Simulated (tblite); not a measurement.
Species: C5H7ClO2Si.
Z-matrix (Å and degrees, GFN2-xTB geometry), rows numbered from 1:
```
O 
C   1  1.4182
C   2  1.5087  1  110.11
C   3  1.3273  2  117.85  1    54.01
Si  4  1.8867  3  114.90  2    10.83
O   5  1.6510  4  100.85  3    32.54
C   6  1.3366  5  122.01  4   -32.46
C   7  1.3311  2  125.07  1   124.54
Cl  8  1.7152  7  123.16  2     0.00
H   1  0.9635  2  108.86  3    51.65
H   2  1.0959  1  110.72  3  -124.59
H   3  1.0814  2  117.59  1  -124.28
H   4  1.0787  3  120.51  2  -178.04
H   5  1.4558  4  115.54  3   -89.63
H   5  1.4578  4  111.29  3   137.40
H   8  1.0772  7  122.21  2  -179.85
```

Method: GFN2-xTB as coded in tblite; computed harmonic values from a numerical Hessian at the method's own geometry, unscaled. Errors from tens to a few hundred cm⁻¹ against measured bands are possible. Modes of hydrogen on silicon can be 10 to 20 % off. One conformer, not necessarily the lowest.

Harmonic wavenumbers (cm⁻¹): 63.5, 123.0, 151.4, 200.5, 265.1, 268.8, 321.9, 331.8, 377.0, 424.3, 472.2, 538.4, 601.4, 613.9, 677.1, 690.9, 728.9, 758.1, 761.6, 779.5, 810.9, 842.0, 915.2, 936.7, 988.9, 1060.0, 1143.9, 1157.6, 1187.2, 1262.6, 1269.9, 1300.6, 1310.0, 1648.1, 1682.5, 2308.1, 2329.9, 2925.2, 3047.9, 3083.3, 3101.0, 3539.5.

A = 2433, B = 768.8, C = 696.6 MHz; mass 161.990 u (most abundant isotopes); point group C1, symmetry number 1.

Q: What is the zero-point energy?

A: ½Σν̃ = 23500 cm⁻¹ = 67.19 kcal/mol.

Q: Give the ideal-gas entropy at 400 K and 1 bar in the rigid-rotor, harmonic-oscillator model (classical rotation).

A: Translation 42.64, rotation 30.77, vibration 35.13: S = 108.5 cal/(mol K).

Q: And Cp and H(400 K) − H(0)?

A: Cp = 47.85 cal/(mol K), of which vibrations give 39.90 (their classical limit is 42 R = 83.5); H(400 K) − H(0) = 11.06 kcal/mol without the zero-point energy, 7.88 from vibrations.

Q: Blend soft modes into free rotors: weight 1/[1 + (100 cm⁻¹/ν̃)⁴] for the oscillator and the rest for a rotor with moment μB/(μ + B), μ = h/(8π²ν), B = 10⁻⁴⁴ kg m². What vibrational entropy results?

A: 33.70 cal/(mol K) in place of 35.13, which changes −T·S at 400 K by +0.57 kcal/mol.

Q: Which modes carry the vibrational entropy at 400 K?

A: 63.5 cm⁻¹: 4.93; 123.0 cm⁻¹: 3.62; 151.4 cm⁻¹: 3.22; 200.5 cm⁻¹: 2.68; 265.1 cm⁻¹: 2.16; 268.8 cm⁻¹: 2.13 cal/(mol K); the other 36 give 16.40 together.

Q: How do the functions run with temperature in this model?

A: 
```
 T (K)  S (cal/(mol K))  Cp (cal/(mol K))  H − H(0) (kcal/mol)  G − H(0) (kcal/mol)  ln q(vib)
   150             75.5              22.2                 2.11                -9.22       1.90
   250             89.5              33.5                 4.90               -17.48       4.12
298.15             95.8              38.6                 6.64               -21.94       5.26
   600            130.5              60.3                21.98               -56.33      12.68
   900            157.2              71.1                41.86               -99.65      19.53
```

q(vib) and H(0) count from the zero-point level.

Q: What must be added to the electronic energy to get the Gibbs energy at 400 K and 1 bar?

A: ZPE + [H(400 K) − H(0)] − T·S = 67.19 + 11.06 − 43.42 = 34.83 kcal/mol.

Hindered rotation and anharmonicity are outside this model. Other conformers, if any are populated, would add a mixing term that is left out. The structure is chiral; the term R ln 2 for an equal mix with its mirror image is left out.

The run took 0.7 s on one thread, Arm Neoverse V1 (aarch64) (shared host). This covers the Hessian and the dipole derivatives.
